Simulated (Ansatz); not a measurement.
Coupled-cluster diagnostics for Ag₂Ge (the lowest singlet isomer of a short search), Ansatz.

Geometry of the singlet (PBE0-D4/def2-TZVP):

```xyz
3

Ag   -1.1200    0.6943    0.9842
Ag   -0.0341   -0.5165   -1.5612
Ge    1.1541   -0.1778    0.5769
```

In the def2 sets Ag takes a core potential; there is no spin–orbit coupling. Correlated methods freeze 9 core orbitals; core or outer-core shells of Ag, Ge are correlated, in sets that lack core-valence functions. The structure comes from a short search, and lower isomers may exist.

**Question.** Estimate the CCSD(T) correlation energy, the shares of MP2 and (T), T1 and the reference's ⟨S²⟩ for: charge 0, singlet, own geometry in def2-TZVPP; and the rough time on 4 threads of Arm Neoverse V1 on a shared host.

**Answer.** 
| state | basis | correlation (eV) | MP2 share (%) | (T) share (%) | T1 | ⟨S²⟩ (pure) | wall time | remarks |
| --- | --- | --- | --- | --- | --- | --- | --- | --- |
| charge 0, singlet, own geometry | def2-TZVPP | -43.175 | 101.5 | 3.7 | 0.023 | 0.00 (0.00) | 82 s | restricted SCF unstable |
Customary marks for T1 are 0.02 (closed shells), 0.045 (open shells) and about 0.05 (3d metals). T1 exceeds 0.02 in 1 of 1 rows and 0.045 in 0; the higher it lies, the less the single-reference result can be trusted.
